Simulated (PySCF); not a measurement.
Run record for `C(C)([SiH2]O)C`: PBE0/IGLO-II, level shift 0.3 Eh, TDA, 25 singlets.

Method: TDA PBE0/IGLO-II, vertical, gas phase, core orbitals frozen in the response (PySCF 2.14.0, density-fitted response routines). Geometry: GFN2-xTB. A driver script takes a list of jobs; this job's settings line and coordinates (Å) are shown.

Command:
```bash
OMP_NUM_THREADS=1 python probes_run.py task.json out
```

Input:
```
{"job": {"kind": "uv", "xc": "PBE0", "basis": "IGLO-II", "nstates": 25, "ntriplets": 0, "tda": true, "scf": {"level_shift": 0.3}}, "charge": 0, "multiplicity": 1}
C      1.209959    -0.929645    -0.120190
C      0.169141     0.036020     0.445020
C      0.768928     1.434434     0.563694
Si    -1.424802     0.045423    -0.609530
O     -2.057799    -1.446950    -0.759374
H      2.098203    -0.957170     0.511243
H      1.513514    -0.618568    -1.117547
H      0.809562    -1.939010    -0.189071
H     -0.076286    -0.300031     1.461307
H      1.656478     1.423654     1.196063
H      0.050892     2.127987     0.995180
H      1.055020     1.810116    -0.416633
H     -1.159710     0.378511    -2.002018
H     -2.392560     0.947618     0.024333
H     -2.224952    -2.004398    -0.004390
```

Question: What does the run print?

Answer: 
```
final grid: 110480 points
cycle   1  E = -484.6891063944  dE =  2.824e-01  |g| = 7.033e-01  |ddm| = 2.647e+00
cycle   2  E = -484.7256181104  dE = -3.651e-02  |g| = 6.269e-01  |ddm| = 7.089e-01
cycle   3  E = -484.7819342617  dE = -5.632e-02  |g| = 1.213e-01  |ddm| = 2.009e-01
cycle   4  E = -484.7849218576  dE = -2.988e-03  |g| = 1.761e-02  |ddm| = 7.907e-02
cycle   5  E = -484.7850208537  dE = -9.900e-05  |g| = 6.856e-03  |ddm| = 2.677e-02
cycle   6  E = -484.7850341798  dE = -1.333e-05  |g| = 2.061e-03  |ddm| = 8.432e-03
cycle   7  E = -484.7850357890  dE = -1.609e-06  |g| = 5.589e-04  |ddm| = 3.490e-03
cycle   8  E = -484.7850360110  dE = -2.220e-07  |g| = 2.484e-04  |ddm| = 1.445e-03
cycle   9  E = -484.7850360545  dE = -4.351e-08  |g| = 9.490e-05  |ddm| = 6.402e-04
cycle  10  E = -484.7850360626  dE = -8.135e-09  |g| = 3.941e-05  |ddm| = 2.891e-04
cycle  11  E = -484.7850360642  dE = -1.560e-09  |g| = 1.700e-05  |ddm| = 1.290e-04
cycle  12  E = -484.7850360645  dE = -3.058e-10  |g| = 7.744e-06  |ddm| = 5.825e-05
level shift removed, Fock matrix diagonalised once more
converged SCF energy = -484.7850360645

Static polarisability (au): isotropic 62.455, principal 57.431 62.599 67.335

Singlet excitations
state   eV       nm        f      main configurations
  1   7.0946    174.8   0.00105   H->L 0.97
  2   7.8102    158.7   0.00420   H->L+1 0.98
  3   7.9783    155.4   0.00349   H-1->L 0.96
  4   8.4580    146.6   0.01090   H->L+2 0.95
  5   8.7895    141.1   0.04153   H-1->L+1 0.51, H->L+3 0.37
  6   8.9302    138.8   0.10301   H->L+3 0.49, H-1->L+1 0.31
  7   9.0253    137.4   0.01844   H-2->L 0.81
  8   9.0753    136.6   0.03525   H-3->L 0.76, H-4->L 0.09
  9   9.1699    135.2   0.03411   H->L+4 0.72, H-3->L 0.09
 10   9.2723    133.7   0.00379   H-4->L 0.51, H->L+4 0.16, H->L+5 0.11
 11   9.3696    132.3   0.28010   H->L+5 0.64, H-2->L+1 0.13
 12   9.4403    131.3   0.06606   H-1->L+2 0.51, H->L+6 0.16, H-2->L+1 0.11
 13   9.4827    130.7   0.02290   H-3->L+1 0.48, H-2->L+1 0.40
 14   9.5418    129.9   0.02241   H-3->L+1 0.38, H-2->L+1 0.31, H->L+5 0.11
 15   9.6903    127.9   0.12639   H->L+6 0.69, H-1->L+2 0.18
 16   9.8807    125.5   0.04408   H-1->L+3 0.47, H-5->L 0.18, H->L+7 0.17
 17   9.9163    125.0   0.01370   H->L+7 0.70, H-1->L+3 0.10
 18  10.0136    123.8   0.03590   H-5->L 0.52, H->L+8 0.15, H-1->L+3 0.14
 19  10.0643    123.2   0.03201   H->L+8 0.44, H-5->L 0.11, H-1->L+5 0.10
 20  10.1763    121.8   0.01927   H-4->L+1 0.61, H-1->L+5 0.10
 21  10.2608    120.8   0.10223   H->L+9 0.42, H-1->L+5 0.17, H-1->L+4 0.15
 22  10.2791    120.6   0.02076   H->L+9 0.33, H-1->L+4 0.26, H->L+8 0.11
 23  10.3678    119.6   0.02246   H-2->L+2 0.39, H-3->L+2 0.31, H-1->L+5 0.12
 24  10.3761    119.5   0.03127   H-2->L+2 0.42, H-3->L+2 0.24, H-1->L+5 0.09
 25  10.4089    119.1   0.00271   H-1->L+4 0.41, H-3->L+2 0.25, H-1->L+5 0.23
```

H and L stand for HOMO and LUMO; the number after each pair is its weight.

Question: Give the mean polarisability as a volume in Å³, and the ratio of the largest to the smallest principal value.

Answer: 62.455 au × 0.148185 = 9.25 Å³; 67.335/57.431 = 1.17.

Question: Give S1 in cm⁻¹ and kJ/mol.

Answer: 7.0946 eV × 8065.54 = 57222 cm⁻¹; × 96.485 = 684.5 kJ/mol.

In short: SCF converged in 12 cycles with 183 basis and 668 fitting functions; HOMO -7.77 eV, LUMO 0.74 eV; lowest singlet 7.09 eV; mean polarisability 62.5 au.

Hardware: one thread, Arm Neoverse V2 (aarch64), shared host with 96 logical CPUs at a one-minute load of 28. Cost: 16 s, 0.67 GiB resident at most.

Conformer computed: `[CH3:1][CH:2]([CH3:3])[SiH2:4][OH:5]`: C1–C2–Si4–O5 56°, H–O5–Si4–C2 51°.

One conformer stands for the species.
